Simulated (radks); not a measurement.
Fractional charge and spin in the 4s shell of titanium: the spin-up occupation runs from 0 to 1 and the spin-down occupation from 0 to 1; the fullest corner is Ti, [Ar] 3d(up 1, down 1) 4s(up 1, down 1). Method: scalar-relativistic Kohn-Sham, BLYP, spin-polarised, spherical densities, point nucleus; computed with a radial shooting solver on a logarithmic mesh with Libxc functionals. Energy (eV) minus the two flat planes that join the four corners (they meet along the diagonal where the two added fractions sum to one electron); zero is where a piecewise linear energy would lie.

down \ up       0    0.25     0.5    0.75       1
0           0.000  -0.607  -0.806  -0.602   0.000
0.25       -0.607  -0.759  -0.511   0.130  -0.537
0.5        -0.806  -0.511   0.174  -0.455  -0.709
0.75       -0.602   0.130  -0.455  -0.670  -0.526
1           0.000  -0.537  -0.709  -0.526   0.000

Corners above the fullest one (they belong to Ti+ and the next ion): (up 1, down 0) 7.113 eV, (up 0, down 1) 7.113 eV, (up 0, down 0) 21.004 eV. With half an added electron in each spin the energy lies 0.174 eV from the planes, and with half an added electron in spin up alone -0.806 eV. The planes are only a guide here: the flat-plane condition holds for ground states with one frontier orbital, while this shell lies below other occupied shells, so the corners above the fullest one are inner-hole states and not the ground states of those ions.
